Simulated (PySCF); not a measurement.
Cl$_{3}$Sb, charge -1, quartet, at a GFN2-xTB geometry of the parent state (a state made from the parent by changing its charge; the spin is typed, not shown lowest) (all electrons, no relativity) (in this run its highest filled SCF level lies above zero, so its values depend strongly on the basis, on diffuse functions most of all); CAMB3LYP/STO-3G (PySCF).

PySCF was given this input:
```python
from pyscf import gto, scf, dft

mol = gto.Mole()
mol.atom = '''
    Sb   -0.008543   -0.396625    0.030064
    Cl   -2.648928   -0.337812    0.044501
    Cl    0.042681    1.981450   -0.150194
    Cl    2.631877   -0.453761    0.015500
'''
mol.basis = 'sto-3g'
mol.charge = -1
mol.spin = 3
mol.verbose = 4
mol.build()

mf = dft.UKS(mol)
mf.xc = 'camb3lyp'
mf.kernel()
mf.analyze()
```

Question: Predict the main parts of the log of this PySCF run.

Answer: 
```
PySCF version 2.14.0

[INPUT] verbose = 4
[INPUT] num. atoms = 4
[INPUT] num. electrons = 103
[INPUT] charge = -1
[INPUT] spin (= nelec alpha-beta = 2S) = 3
[INPUT] symmetry False subgroup None
[INPUT] Mole.unit = angstrom
[INPUT] Symbol           X                Y                Z      unit          X                Y                Z       unit  Magmom
[...]
nuclear repulsion = 654.672891311724
number of shells = 26
number of NR pGTOs = 162
number of NR cGTOs = 54
basis = sto-3g
ecp = {}

******** <class 'pyscf.dft.uks.UKS'> ********
method = UKS
initial guess = minao
damping factor = 0
level_shift factor = 0
DIIS = <class 'pyscf.scf.diis.CDIIS'>
diis_start_cycle = 1
diis_space = 8
diis_damp = 0
SCF conv_tol = 1e-09
SCF conv_tol_grad = None
SCF max_cycles = 50
direct_scf = True
direct_scf_tol = 1e-13
number electrons alpha = 53  beta = 50
XC library pyscf.dft.libxc version 7.1.2
    S. Lehtola, C. Steigemann, M. J. T. Oliveira, and M. A. L. Marques,  SoftwareX 7, 1–5 (2018)
XC functionals = camb3lyp
    T. Yanai, D. P. Tew, and N. C. Handy,  Chem. Phys. Lett. 393, 51 (2004)
radial grids:
    Treutler-Ahlrichs [JCP 102, 346 (1995); DOI:10.1063/1.469408] (M4) radial grids

becke partition: Becke, JCP 88, 2547 (1988); DOI:10.1063/1.454033
pruning grids: <function nwchem_prune>
grids dens level: 3
symmetrized grids: False
atomic radii adjust function: <function treutler_atomic_radii_adjust>
small_rho_cutoff = 0
Set gradient conv threshold to 3.16228e-05
tot grids = 78600
init E= -7599.99774255146

cycle= 1 E= -7619.06052867849  delta_E= -19.1  |g|= 0.157  |ddm|= 2.53

cycle= 2 E= -7619.08334696014  delta_E= -0.0228  |g|= 0.0379  |ddm|= 0.516

cycle= 3 E= -7619.08577343723  delta_E= -0.00243  |g|= 0.00741  |ddm|= 0.141

cycle= 4 E= -7619.08590171137  delta_E= -0.000128  |g|= 0.00171  |ddm|= 0.0305

cycle= 5 E= -7619.08591497585  delta_E= -1.33e-05  |g|= 0.000555  |ddm|= 0.0114

cycle= 6 E= -7619.0859172995  delta_E= -2.32e-06  |g|= 0.000254  |ddm|= 0.00564

cycle= 7 E= -7619.08591796129  delta_E= -6.62e-07  |g|= 7.05e-05  |ddm|= 0.00414

cycle= 8 E= -7619.08591801056  delta_E= -4.93e-08  |g|= 1.47e-05  |ddm|= 0.00126

cycle= 9 E= -7619.08591801206  delta_E= -1.5e-09  |g|= 3.46e-06  |ddm|= 0.000175

cycle= 10 E= -7619.08591801211  delta_E= -5.28e-11  |g|= 6.47e-07  |ddm|= 3.79e-05

Extra cycle  E= -7619.08591801212  delta_E= -9.09e-12  |g|= 4.79e-07  |ddm|= 8.2e-06
converged SCF energy = -7619.08591801212  <S^2> = 3.7547643  2S+1 = 4.0023814
**** SCF Summaries ****
Total Energy =                       -7619.085918012122420
Nuclear Repulsion Energy =             654.672891311723674
One-electron Energy =               -11855.470418381926720
Two-electron Energy =                 3581.711609058080739
Two-electron Coulomb Energy =         3833.504768617255650
DFT Exchange-Correlation Energy =     -251.793159559174910
**** MO energy ****
                             alpha | beta                alpha | beta
[...]
To work with the spin densities directly, `use mulliken_meta_spin()` only printing them here.

 ** Mulliken spin pop alpha/beta on meta-lowdin orthogonal AOs **
 ** Mulliken Spin Density (per AO)  **
spin_pop of  0 Sb 1s        0.00000
spin_pop of  0 Sb 2s        0.00001
spin_pop of  0 Sb 3s        0.00008
spin_pop of  0 Sb 4s        0.00039
spin_pop of  0 Sb 5s        0.34161
spin_pop of  0 Sb 2px      -0.00000
spin_pop of  0 Sb 2py       0.00000
spin_pop of  0 Sb 2pz       0.00000
spin_pop of  0 Sb 3px      -0.00000
spin_pop of  0 Sb 3py       0.00002
spin_pop of  0 Sb 3pz       0.00002
spin_pop of  0 Sb 4px      -0.00010
spin_pop of  0 Sb 4py       0.00054
spin_pop of  0 Sb 4pz       0.00075
spin_pop of  0 Sb 5px      -0.04546
spin_pop of  0 Sb 5py       0.70692
spin_pop of  0 Sb 5pz       0.86595
spin_pop of  0 Sb 3dxy      0.00000
spin_pop of  0 Sb 3dyz      0.00000
spin_pop of  0 Sb 3dz^2     0.00000
spin_pop of  0 Sb 3dxz      0.00000
spin_pop of  0 Sb 3dx2-y2    0.00000
spin_pop of  0 Sb 4dxy      0.00000
spin_pop of  0 Sb 4dyz      0.00006
spin_pop of  0 Sb 4dz^2     0.00093
spin_pop of  0 Sb 4dxz      0.00000
spin_pop of  0 Sb 4dx2-y2    0.00133
spin_pop of  1 Cl 1s        0.00000
spin_pop of  1 Cl 2s        0.00001
spin_pop of  1 Cl 3s        0.00218
spin_pop of  1 Cl 2px       0.00010
spin_pop of  1 Cl 2py       0.00001
spin_pop of  1 Cl 2pz       0.00001
spin_pop of  1 Cl 3px       0.28519
spin_pop of  1 Cl 3py       0.02312
spin_pop of  1 Cl 3pz       0.01826
spin_pop of  2 Cl 1s        0.00000
spin_pop of  2 Cl 2s        0.00006
spin_pop of  2 Cl 3s        0.02968
spin_pop of  2 Cl 2px      -0.00000
spin_pop of  2 Cl 2py       0.00026
spin_pop of  2 Cl 2pz       0.00004
spin_pop of  2 Cl 3px      -0.00721
spin_pop of  2 Cl 3py       0.34927
spin_pop of  2 Cl 3pz       0.09712
spin_pop of  3 Cl 1s        0.00000
spin_pop of  3 Cl 2s        0.00001
spin_pop of  3 Cl 3s        0.00218
spin_pop of  3 Cl 2px       0.00010
spin_pop of  3 Cl 2py       0.00001
spin_pop of  3 Cl 2pz       0.00001
spin_pop of  3 Cl 3px       0.29080
spin_pop of  3 Cl 3py       0.01738
spin_pop of  3 Cl 3pz       0.01837
 ** Mulliken Spin Density (per atom)  **
spin density of  0 Sb =      1.87305
spin density of  1 Cl =      0.32888
spin density of  2 Cl =      0.46921
spin density of  3 Cl =      0.32886
 ** Mulliken pop alpha/beta on meta-lowdin orthogonal AOs **
 ** Mulliken pop       alpha | beta **
In total            53.00000 | 50.00000
 ** Mulliken atomic charges   ( Nelec_alpha | Nelec_beta ) **
charge of  0Sb =      0.29266  (    26.29020     24.41714 )
charge of  1Cl =     -0.40741  (     8.86815      8.53927 )
charge of  2Cl =     -0.47783  (     8.97352      8.50431 )
charge of  3Cl =     -0.40742  (     8.86814      8.53928 )

WARN: System has nonzero charge -1; the dipole moment is origin-dependent.
Location of origin: [0. 0. 0.]

Dipole moment(X, Y, Z, Debye): -0.08486, -3.94445,  0.29899
```
